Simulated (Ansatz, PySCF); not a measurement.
Reaction (SMILES): COB(C)OC [dimethoxy(methyl)borane] + 5 [H][H] (H2) → B (BH3) + 3 C (CH4) + 2 O (H2O)
Each molecule is optimised on its own at B3LYP-D3(BJ)/def2-TZVP (Ansatz, a program for electronic structure), one conformer each, not searched for the lowest. Frequencies are from Ansatz or PySCF.
Geometry of the first species:
```xyz
15

B     -0.0105    -0.0186    -0.0022
C      0.3088     1.5174     0.1851
O     -1.2676    -0.5473    -0.0467
C     -2.4441     0.2312     0.0714
O      0.9749    -0.9555    -0.1368
C      2.3499    -0.6213    -0.1187
H      0.8951     1.8960    -0.6577
H     -0.5748     2.1472     0.2795
H      0.9251     1.6785     1.0748
H     -3.2933    -0.4471     0.0010
H     -2.4892     0.7489     1.0332
H     -2.5198     0.9703    -0.7305
H      2.9146    -1.5440    -0.2443
H      2.6090     0.0614    -0.9328
H      2.6395    -0.1598     0.8294
```

Quantity: energy of full hydrogenation (0 K, with B3LYP-D3(BJ) harmonic zero-point energies), in eV. Valence correlation only, unless marked. No spin-orbit coupling. No relativistic terms. CBS(X,Y): correlation extrapolated as X^-3; Hartree-Fock from the larger set. The bracket is a focal-point correction in the basis named.

RI-MP2/CBS(cc-pVTZ,cc-pVQZ)+[CCSD(T)-MP2]/cc-pVTZ (Ansatz) gives 0.38 eV.

**Question.** Another calculation gave 0.49 eV. Which level was it?
(A) M06-2X/def2-TZVPD (PySCF)
(B) HF/def2-TZVPD (PySCF)
(C) wB97M-V/def2-TZVPD (Ansatz)
(D) wB97X/def2-TZVPD (Ansatz)

**Answer.** C, wB97M-V/def2-TZVPD (Ansatz). The others give 0.24 (wB97X), 0.80 (M06-2X), -0.18 (HF) eV.
